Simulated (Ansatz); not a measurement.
C₄H₁₀Be, SMILES C[CH2][Be][CH2]C (connectivity only; charge and spin as stated), charge +1, multiplicity 2. Atoms are numbered in the order given.

```xyz
15

Be     0.0000     0.0000     0.2159
C      0.6185     1.6472     0.2131
C     -0.3570     2.6852    -0.2463
H      0.9241     1.7211     1.2751
H      1.5011     1.5043    -0.4400
H     -0.6689     2.5643    -1.2941
H     -1.2419     2.7764     0.4007
H      0.1567     3.6720    -0.1960
C     -0.6185    -1.6472     0.2131
C      0.3570    -2.6852    -0.2463
H     -0.9241    -1.7211     1.2751
H     -1.5011    -1.5043    -0.4400
H      0.6689    -2.5643    -1.2941
H      1.2419    -2.7764     0.4007
H     -0.1567    -3.6720    -0.1960
```
Charge +1, spin multiplicity 2.

The structure is a stationary point at PBE0-D3(BJ)/def2-SVP. The spin state was assumed, not searched. The isomer is the one that the SMILES or the coordinates give; other isomers of the formula were not compared. The values are those of a single conformer.

Two levels are set side by side: PBE-D3(BJ)/def2-SVP (Ansatz, a first-principles code) and PBE0-D3(BJ)/def2-SVP (Ansatz). Each level has its own optimised geometry; the coordinates shown are those of the second. Differences are taken from unrounded values.

| quantity | PBE0-D3(BJ) |
|---|---|
| mean bond length (Å) | 1.255 |
| bond Be1–C2 (Å) | 1.759 |
| bond Be1–C9 (Å) | 1.759 |
| bond C2–C3 (Å) | 1.497 |
| bond C9–C10 (Å) | 1.497 |
| bond C2–H4 (Å) | 1.108 |
| bond C2–H5 (Å) | 1.107 |
| bond C3–H6 (Å) | 1.100 |
| bond C3–H7 (Å) | 1.100 |
| bond C3–H8 (Å) | 1.114 |
| bond C9–H11 (Å) | 1.108 |
| bond C9–H12 (Å) | 1.107 |
| bond C10–H13 (Å) | 1.100 |
| bond C10–H14 (Å) | 1.100 |
| bond C10–H15 (Å) | 1.114 |

**Question.** What does PBE-D3(BJ) give, and how far is it from PBE0-D3(BJ)? (An estimate is asked for; the answer gives what the named calculation found.)

**Answer.** 
```json
[
 {"quantity": "mean bond length (Å)", "PBE-D3(BJ)": "1.261", "PBE-D3(BJ) minus PBE0-D3(BJ)": "0.006"},
 {"quantity": "bond Be1–C2 (Å)", "PBE-D3(BJ)": "1.749", "PBE-D3(BJ) minus PBE0-D3(BJ)": "-0.010"},
 {"quantity": "bond Be1–C9 (Å)", "PBE-D3(BJ)": "1.749", "PBE-D3(BJ) minus PBE0-D3(BJ)": "-0.010"},
 {"quantity": "bond C2–C3 (Å)", "PBE-D3(BJ)": "1.502", "PBE-D3(BJ) minus PBE0-D3(BJ)": "0.006"},
 {"quantity": "bond C9–C10 (Å)", "PBE-D3(BJ)": "1.502", "PBE-D3(BJ) minus PBE0-D3(BJ)": "0.006"},
 {"quantity": "bond C2–H4 (Å)", "PBE-D3(BJ)": "1.117", "PBE-D3(BJ) minus PBE0-D3(BJ)": "0.009"},
 {"quantity": "bond C2–H5 (Å)", "PBE-D3(BJ)": "1.116", "PBE-D3(BJ) minus PBE0-D3(BJ)": "0.009"},
 {"quantity": "bond C3–H6 (Å)", "PBE-D3(BJ)": "1.109", "PBE-D3(BJ) minus PBE0-D3(BJ)": "0.009"},
 {"quantity": "bond C3–H7 (Å)", "PBE-D3(BJ)": "1.108", "PBE-D3(BJ) minus PBE0-D3(BJ)": "0.009"},
 {"quantity": "bond C3–H8 (Å)", "PBE-D3(BJ)": "1.125", "PBE-D3(BJ) minus PBE0-D3(BJ)": "0.011"},
 {"quantity": "bond C9–H11 (Å)", "PBE-D3(BJ)": "1.117", "PBE-D3(BJ) minus PBE0-D3(BJ)": "0.009"},
 {"quantity": "bond C9–H12 (Å)", "PBE-D3(BJ)": "1.116", "PBE-D3(BJ) minus PBE0-D3(BJ)": "0.009"},
 {"quantity": "bond C10–H13 (Å)", "PBE-D3(BJ)": "1.109", "PBE-D3(BJ) minus PBE0-D3(BJ)": "0.009"},
 {"quantity": "bond C10–H14 (Å)", "PBE-D3(BJ)": "1.108", "PBE-D3(BJ) minus PBE0-D3(BJ)": "0.009"},
 {"quantity": "bond C10–H15 (Å)", "PBE-D3(BJ)": "1.125", "PBE-D3(BJ) minus PBE0-D3(BJ)": "0.011"}
]
```

Exact exchange shortens and stiffens bonds; PBE has none. Differences between two approximate levels are no errors against the true value.
